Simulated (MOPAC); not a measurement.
MOPAC input (MNDO):

```
MNDO 1SCF CHARGE=-1 GEO-OK AUX(PRECISION=9) THREADS=1
NO2

O     0.84597041 1   -0.68243539 1   -0.03783429 1
N     0.21645173 1    0.40634314 1   -0.02885563 1
O    -1.03536567 1    0.32688515 1    0.06308297 1
```

Output:

```
 *******************************************************************************
 **                                                                           **
 **                              MOPAC v23.2.5                                **
 **                                                                           **
 *******************************************************************************
 ** MOPAC's Digital Object Identifier: https://doi.org/10.5281/zenodo.6511958 **
 **                                                                           **
 ** Please cite the open-source release paper for use of this MOPAC version:  **
 ** J. E. Moussa and J. J. P. Stewart (2026)                                  **
 ** MOPAC: An open-source semiempirical molecular orbital program             **
 ** J. Open Source Softw., 11(119), 8025, https://doi.org/10.21105/joss.08025 **
 *******************************************************************************

                              MNDO CALCULATION RESULTS

 *******************************************************************************
 *  MNDO       - The MNDO Hamiltonian to be used
 *  GEO-OK     - OVERRIDE INTERATOMIC DISTANCE AND OTHER SAFETY CHECKS
 *
 *
 *
 *                 CHARGE ON SYSTEM = -1
 *
 *
 *
 *  1SCF       - DO 1 SCF AND THEN STOP
 *  AUX        - OUTPUT AUXILIARY INFORMATION
 *******************************************************************************
MNDO 1SCF CHARGE=-1 GEO-OK AUX(PRECISION=9) THREADS=1
 NO2

   ATOM   CHEMICAL          X               Y               Z
  NUMBER   SYMBOL      (ANGSTROMS)     (ANGSTROMS)     (ANGSTROMS)

     1       O          0.84597041  *  -0.68243539  *  -0.03783429  *
     2       N          0.21645173  *   0.40634314  *  -0.02885563  *
     3       O         -1.03536567  *   0.32688515  *   0.06308297  *

          CARTESIAN COORDINATES

    NO.       ATOM           X           Y           Z

     1         O          0.8460     -0.6824     -0.0378
     2         N          0.2165      0.4063     -0.0289
     3         O         -1.0354      0.3269      0.0631

  N: (MNDO): M.J.S. DEWAR, W. THIEL, J. AM. CHEM. SOC., 99, 4899, (1977)
  O: (MNDO): M.J.S. DEWAR, W. THIEL, J. AM. CHEM. SOC., 99, 4899, (1977)

           Empirical Formula: N O2  =     3 atoms

      MOLECULAR POINT GROUP   :   C2v

      RHF CALCULATION, NO. OF DOUBLY OCCUPIED LEVELS = 9

 -------------------------------------------------------------------------------
 MNDO 1SCF CHARGE=-1 GEO-OK AUX(PRECISION=9) THREADS=1
 NO2

     1SCF WAS SPECIFIED, SO BFGS WAS NOT USED
     SCF FIELD WAS ACHIEVED

                              MNDO CALCULATION
                                                       MOPAC v23.2.5 Linux

          FINAL HEAT OF FORMATION =        -58.21262 KCAL/MOL =    -243.56162 KJ/MOL

          COSMO AREA              =         64.82 SQUARE ANGSTROMS
          COSMO VOLUME            =         45.78 CUBIC ANGSTROMS

          IONIZATION POTENTIAL    =          3.329712 EV
          HOMO LUMO ENERGIES (EV) =         -3.330  7.638
          NO. OF FILLED LEVELS    =          9
          MOLECULAR WEIGHT        =         46.0055         POINT GROUP:  C2v

          MOLECULAR DIMENSIONS (Angstroms)

            Atom       Atom       Distance
            O     3    O     1     2.13737
            N     2    O     1     0.66312
            O     3    O     1     0.00000

          SCF CALCULATIONS        =          1

   ATOM   CHEMICAL          X               Y               Z
  NUMBER   SYMBOL      (ANGSTROMS)     (ANGSTROMS)     (ANGSTROMS)

     1       O          0.84597041  *  -0.68243539  *  -0.03783429  *
     2       N          0.21645173  *   0.40634314  *  -0.02885563  *
     3       O         -1.03536567  *   0.32688515  *   0.06308297  *

                             CARTESIAN COORDINATES

   1    O        0.845970410    -0.682435390    -0.037834290
   2    N        0.216451730     0.406343140    -0.028855630
   3    O       -1.035365670     0.326885150     0.063082970

           Empirical Formula: N O2  =     3 atoms

      MOLECULAR POINT GROUP   :   C2v

                  EIGENVALUES
 -35.67384 -30.44550 -16.70736 -10.78946  -8.91964  -8.44775  -4.46710  -3.90373
  -3.32971   7.63766  13.00636  15.04706

              NET ATOMIC CHARGES AND DIPOLE CONTRIBUTIONS

  ATOM NO.   TYPE          CHARGE      No. of ELECS.   s-Pop       p-Pop
    1          O          -0.575768        6.5758     1.92812     4.64765
    2          N           0.151537        4.8485     1.77799     3.07047
    3          O          -0.575768        6.5758     1.92812     4.64765
 DIPOLE           X         Y         Z       TOTAL
 POINT-CHG.     0.681     1.279    -0.091     1.452
 HYBRID        -0.299    -0.561     0.040     0.637
 SUM            0.383     0.719    -0.051     0.816

          ATOMIC ORBITAL ELECTRON POPULATIONS

     Atom    s        px        py        pz
    1  O   1.92812   1.70285   1.37767   1.56712
    2  N   1.77799   1.00009   1.19823   0.87215
    3  O   1.92812   1.11937   1.96533   1.56295

 **********************
 *                    *
 * JOB ENDED NORMALLY *
 *                    *
 **********************

 == MOPAC DONE ==
```

The dipole moment of an ion depends on the origin.
